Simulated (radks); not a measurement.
Question: Radial electron density D(r) = 4 pi r^2 rho(r) of an atom or ion with 48 electrons. Method: scalar-relativistic Kohn-Sham, PBE, spin-polarised, spherical densities, point nucleus; computed with a radial shooting solver on a logarithmic mesh with Libxc functionals.

| r (bohr) | D(r) (e/bohr) | spin D(r) |
|---|---|---|
| 0.004404 | 16.59 | -0.0000722 |
| 0.005874 | 24.59 | -0.0000902 |
| 0.007897 | 35.07 | -0.0000804 |
| 0.01053 | 46.47 | 0.0000207 |
| 0.01405 | 56.74 | 0.000357 |
| 0.01889 | 62.67 | 0.00126 |
| 0.02519 | 61.67 | 0.00320 |
| 0.03387 | 56.23 | 0.00709 |
| 0.04517 | 55.02 | 0.0138 |
| 0.06025 | 64.70 | 0.0253 |
| 0.08101 | 78.45 | 0.0490 |
| 0.108 | 77.09 | 0.100 |
| 0.1441 | 60.84 | 0.196 |
| 0.1937 | 55.85 | 0.297 |
| 0.2584 | 65.23 | 0.256 |
| 0.3474 | 54.43 | 0.0468 |
| 0.4634 | 27.66 | 0.0601 |
| 0.618 | 19.26 | 0.573 |
| 0.8309 | 21.62 | 1.06 |
| 1.108 | 15.10 | 0.917 |
| 1.49 | 6.696 | 0.586 |
| 1.987 | 2.994 | 0.501 |
| 2.651 | 1.486 | 0.453 |
| 3.564 | 0.5420 | 0.253 |
| 4.753 | 0.1182 | 0.0762 |
| 6.339 | 0.01310 | 0.0108 |
| 8.523 | 0.0005178 | 0.000486 |

What is the nuclear charge?

Answer: Z = 49. The innermost maximum, from 1s, lies near gamma/Z bohr with gamma = sqrt(1 - (Z/c)^2) = 0.934, here 0.0191 bohr (found: 0.0208), and its height grows with Z. The density is that of the indium ion In+ in [Kr] 4d9 5s2 5p1; the configuration itself is not fixed sharply by these data, and Z only to a few units. D(r) has 4 maxima, at r = 0.0208, 0.0921, 0.271, 0.798 bohr, and minima at 0.0410, 0.177, 0.594 bohr, inside which lie 2.00, 11.15, 28.99 electrons.
